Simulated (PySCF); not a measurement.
# Calculated NMR parameters of 2-acetyl-1-fluorobenzene

* Formula: C8H7FO
* SMILES: CC(=O)c1ccccc1F
* InChI: InChI=1S/C8H7FO/c1-6(10)7-4-2-3-5-8(7)9/h2-5H,1H3
* Point group of the computed structure: C1
* Degrees of unsaturation: 5
* Carbon signals: 8
* Proton signals: 5

Numbering as in the mapped SMILES `[CH3:1][C:2](=[O:3])[c:4]1[cH:5][cH:6][cH:7][cH:8][c:9]1[F:10]` (H(Xn): hydrogen on atom n).

Isolated molecule, averaged over atoms made equivalent by symmetry, fast rotation or ring inversion, relativity neglected, one conformer. GIAO CAM-B3LYP/pcSseg-1 shieldings; coordinates at the PBE0-D3(BJ)/def2-SVP level; PySCF.

Shifts are taken against calculated references (same method and geometry level): 1H (31.33 ppm) and 13C (182.45 ppm) vs TMS; CFCl3 for 19F (189.10 ppm); 17O (338.55 ppm) against H2O.

| carbon | δC, type | δH (multiplicity) | HMBC from (2–3 bonds) | span of the C tensor (ppm) |
| --- | --- | --- | --- | --- |
| C1 | 34.4, CH3 | 2.60 (s) | – | 53 |
| C2 | 200.3, C | – | H(C5), H(C1) | 215 |
| C4 | 130.6, C | – | H(C5), H(C6), H(C8), H(C1) | 171 |
| C5 | 142.6, CH | 8.51 (m) | H(C7), H(C6) | 247 |
| C6 | 132.1, CH | 7.32 (m) | H(C5), H(C7), H(C8) | 236 |
| C7 | 144.6, CH | 7.57 (m) | H(C5), H(C6), H(C8) | 247 |
| C8 | 124.4, CH | 7.21 (m) | H(C7), H(C6) | 194 |
| C9 | 175.5, C | – | H(C5), H(C7), H(C8) | 157 |

Other nuclei:
| atoms | nucleus | environment | δ (ppm) | σ (ppm) |
| --- | --- | --- | --- | --- |
| F10 | 19F | aryl fluorine | -103.8 | 292.9 |
| O3 | 17O | ketone oxygen | 654.9 | -316.3 |

Carbon types of the structure: 3 × C, 4 × CH, 1 × CH3, which accounts for all hydrogens. δC 200.3: ketone carbonyl carbon; the double bond to the heteroatom, with no lone-pair donor beside it, deshields it most. δC 175.5: aromatic carbon bearing fluorine; σ withdrawal by the attached heteroatom moves it downfield of the ring CH carbons. δC 144.6, 142.6, 132.1, 124.4: aromatic CH. δC 130.6: substituted aromatic carbon. δH 8.51, 7.57, 7.32, 7.21: hydrogen on an aromatic CH.

Splittings by 19F in the carbon and heteronuclear signals aren't shown, as no couplings were computed. Shifts are as computed, not scaled to solution data. Of 1211 compounds with measured shifts, 218 miss one by over three times the rms of a fit or turn the order of signals round; such compounds aren't used in these exercises. Unscaled 19F shifts against computed CFCl3 carry errors that often reach 10 to 50 ppm. Unscaled 17O shifts of doubly bonded oxygen tend to come out too high, by tens of ppm or more. Experimental scales use liquid or dissolved standards, which lie at an offset from isolated H2O (liquid H2O: subtract about 36 ppm). Multiplicities follow the n + 1 count of equivalent neighbours, as no J values were calculated; m marks all less simple cases, F and P coupling included.
